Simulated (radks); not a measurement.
Problem. These are the eigenvalues of the occupied orbitals of an atom or ion with whole-number occupations (Ry). All-electron calculation, non-relativistic Kohn-Sham, exchange-only PBE, spin-polarised, spherical densities, point nucleus. Program: a radial shooting solver on a logarithmic mesh with Libxc functionals.

| orbital | eigenvalue |
|---|---|
| 1s | -4171.499 |
| 2s | -676.3337 |
| 2p | -646.4983 |
| 3s | -150.9829 |
| 3p | -137.3616 |
| 3d | -111.9807 |
| 4s | -28.60705 |
| 4p | -23.07022 |
| 4d | -13.07236 |
| 5s | -3.27691 |
| 5p | -1.84289 |
| 4f | -0.47138 |
| 6s | -0.22197 |

Which element is it, and in what charge state? The configuration may be excited. Open shells, if any, are filled with parallel spins first.

Solution. Z = 70, ytterbium, charge 0: Yb in [Xe] 4f14 6s2. The list shows which subshells hold electrons but not how many an open one holds; the 1s level, -2085.7 hartree, gives Z - s = 64.6 by -(Z - s)^2/2, which with screening narrows Z to a few neighbours, and the depths of the outer levels then fix element, charge and occupations together.
